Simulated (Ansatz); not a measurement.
Reactions of `C[SiH](F)C=N`.

Program: Ansatz. Geometries: PBE0-D4/def2-TZVP. ΔE: electronic, gas phase. CBS: MP2 limit from def2 TZ/QZ plus the TZ coupled-cluster correction, frozen cores. This one scheme is used for every species. For Se outer-core shells are correlated without core-valence functions, which leaves a few kJ/mol of doubt a bond. Scalar relativity is left out up to krypton. Each species was taken in one conformer, which may not be the lowest.

Order these by ΔE at CCSD(T)/CBS, lowest first. (Best estimate.)
A. `C[SiH](F)C=N` → `C[Si]F` + `C=N`
B. `C[SiH](F)C=N` → `C[C@@H]1N[Si@@H]1F`
C. `C[SiH](F)C=N` + `N[SiH2][SiH2][SeH]` → `C[SiH](F)[SiH2]N` + `N=C[SiH2][SeH]`
D. `C[SiH](F)C=N` + H₂ → `N=C[SiH2]F` + CH₄
E. `C[SiH](F)C=N` + HCl → `N=CCl` + `C[SiH2]F`
F. `C[SiH](F)C=N` → `N/C(F)=C/[SiH3]`
G. `C[SiH](F)C=N` + `BBO` → `BBO[SiH](C)F` + `C=N`

G (-1.22 eV), D (-0.15 eV), C (+0.21 eV), E (+0.35 eV), B (+0.45 eV), A (+1.96 eV), F (+2.17 eV).

Largest T1 diagnostic: 0.014, for `C[Si]F`.
